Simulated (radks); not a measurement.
Question: The mean radii <r> (bohr) of the occupied orbitals of an atom or ion are listed with their occupations. All-electron calculation, scalar-relativistic Kohn-Sham, PBE, spin-polarised, spherical densities, point nucleus. Program: a radial shooting solver on a logarithmic mesh with Libxc functionals.

orbital  occ.      <r>
1s down     1  0.03707
1s up       1  0.03707
2s down     1   0.1626
2s up       1   0.1626
2p down     3   0.1417
2p up       3   0.1417
3s up       1   0.4583
3s down     1   0.4583
3p up       3   0.4619
3p down     3   0.4619
3d up       5   0.4520
3d down     5   0.4520
4s up       1    1.190
4s down     1    1.190
4p up       3    1.316
4p down     3    1.316
7f up       1    14.72

Name the element and its charge. Open shells, if any, are filled with parallel spins first.

Answer: Z = 40, zirconium, charge +3: Zr3+ in [Kr] 7f1. The 1s radius gives Z: for a bare nucleus <r> = (2 gamma + 1)/(2Z) with gamma = sqrt(1 - (Z/c)^2), 0.03641 bohr for Z = 40, and screening makes it slightly larger (0.03707 here). The occupations add up to 37, and the charge is Z minus that.
